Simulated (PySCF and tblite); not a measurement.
The numbers below are computed, except where a source is named.
C₆H₁₁F, numbered as in [F:1][CH:2]1[CH2:3][CH2:4][CH2:5][CH2:6][CH2:7]1.

Level: B97-D-D3(BJ)/cc-pVDZ (IEF-PCM, benzene)//GFN2-xTB, thermal terms from GFN2-xTB, symmetry numbers and mirror pairs counted. Conformers within 3 kcal/mol (GFN2-xTB free energy) were kept, 4 at most. GIAO shieldings: WP04/pcSseg-1 (IEF-PCM, benzene). Shifts are against TMS (¹H), TMS (¹³C) at the same level; of two unlike H on one atom, a is the less shielded. Codes: tblite and PySCF.

The 6-ring runs over atoms 2–3–4–5–6–7.

```
conformer                                       shape  symmetry  E(GFN2) kcal/mol  E(DFT) kcal/mol
        1  6-ring chair (all substituents equatorial)        Cs              0.00             0.00
        2                     6-ring chair (F1 axial)        Cs              0.79             0.28
```

(1) How much do the weights at 298.15 K and the averaged shift of H3a/H7a depend on how the conformers are weighted?

Answers

(1) 
```csv
weighting,1 (%),2 (%),δ (ppm),rms dipole (D)
"DFT energy with thermal terms, symmetry and mirror images (full scheme)",62,38,1.79,1.85
DFT energy with symmetry and mirror images,62,38,1.79,1.85
bare DFT energy,62,38,1.79,1.85
GFN2-xTB energy with symmetry and mirror images,79,21,1.93,1.91
GFN2-xTB free energy,79,21,1.93,1.91
leading conformer alone,100,0,2.09,1.97
equal weights,50,50,1.70,1.82
"full scheme, search stopped after three starts",100,0,2.09,1.97
```

The largest departure from the full scheme, 0.30 ppm, comes with: leading conformer alone.
